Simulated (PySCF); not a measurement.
Gas-phase reaction: CH3Si(OH)3 + 2 Si + CO2 = (H2SiO)3 + 2 CO

Computed with PySCF and rigid-rotor harmonic-oscillator thermochemistry at 1 bar. † marks an energy on the PBE0/def2-TZVP geometry and frequencies; other levels use their own. CCSD(T) freezes the core. 6-31G* has spherical d functions here. Open shells (unrestricted): Si (multiplicity 3); the rest are closed-shell singlets. Spin-orbit splitting is ignored; it lowers the true energy and changes the entropy of Si. B3LYP is the form with VWN-RPA correlation. CH3Si(OH)3, (H2SiO)3: computed as isolated molecules; such fragments, hydroxides, amides, oligomers or adducts are transient or little studied in the gas. CCSD(T) isn't extrapolated to the basis-set limit.

| level | ΔH°(298 K), kJ |
|---|---|
| B3LYP/6-31G* | ? |
| CCSD(T)/def2-SVP† | -801 |
| HF/6-31G* | -769 |
| PBE0/def2-TZVP | ? |
| r2SCAN/def2-TZVP† | -825 |
| LDA/def2-TZVP† | -805 |
| ωB97X-V/def2-TZVP† | ? |

Problem. Fill in the missing entries.

Solution. 
- B3LYP/6-31G*, ΔH°(298 K), kJ: -795
- PBE0/def2-TZVP, ΔH°(298 K), kJ: -787
- ωB97X-V/def2-TZVP†, ΔH°(298 K), kJ: -903
